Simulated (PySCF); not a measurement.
**Bromine: a sound run and one with changed settings**

Sound run: Br⁺ [Ar] 3d10 4s2 4p4, Br²⁺ [Ar] 3d10 4s2 4p3. All numbers are calculated (PySCF 2.14, a scalar-relativistic core potential, in cc-pVDZ-PP with ECP10MDF (4s3p2d, 23 functions)). In the sound run the correlated levels freeze 3s2 3p6 3d10 outside the core potential. The sound run starts from symmetry-adapted Hartree-Fock orbitals and uses a fine grid where one is needed.

Changed run: initial guess atom, at most 50 SCF cycles, level shift 0.1 hartree.

```json
{"species": "Br⁺", "method": "UHF", "sound run (hartree)": "-415.07864", "changed run (hartree)": "-415.07864", "converged": "yes"}
{"species": "Br⁺", "method": "TPSS", "sound run (hartree)": "-416.27511", "changed run (hartree)": "-416.27511", "converged": "yes"}
{"species": "Br⁺", "method": "PBE0", "sound run (hartree)": "-416.32958", "changed run (hartree)": "-416.32958", "converged": "yes"}
{"species": "Br⁺", "method": "MP2", "sound run (hartree)": "-415.15109", "changed run (hartree)": "-415.14563", "converged": "yes"}
{"species": "Br⁺", "method": "CCSD(T)", "sound run (hartree)": "-415.16727", "changed run (hartree)": "-415.16727", "converged": "yes"}
{"species": "Br²⁺", "method": "UHF", "sound run (hartree)": "-414.33728", "changed run (hartree)": "-414.33728", "converged": "yes"}
{"species": "Br²⁺", "method": "TPSS", "sound run (hartree)": "-415.49231", "changed run (hartree)": "-415.49231", "converged": "yes"}
{"species": "Br²⁺", "method": "PBE0", "sound run (hartree)": "-415.54706", "changed run (hartree)": "-415.54706", "converged": "yes"}
{"species": "Br²⁺", "method": "MP2", "sound run (hartree)": "-414.39464", "changed run (hartree)": "-414.39021", "converged": "yes"}
{"species": "Br²⁺", "method": "CCSD(T)", "sound run (hartree)": "-414.40981", "changed run (hartree)": "-414.40981", "converged": "yes"}
```

Ionisation energy of Br⁺:

```
 method  sound run (eV)  changed run (eV)
    UHF          20.173            20.173
   TPSS          21.301            21.301
   PBE0          21.294            21.294
    MP2          20.584            20.556
SCS-MP2          20.595            20.567
   CCSD          20.605            20.605
CCSD(T)          20.612            20.612
```

A level shift leaves the converged SCF energy unchanged but raises the virtual orbital energies, which shrinks MP2 if it is not removed.

For comparison, NIST gives 21.591 eV between the lowest levels.
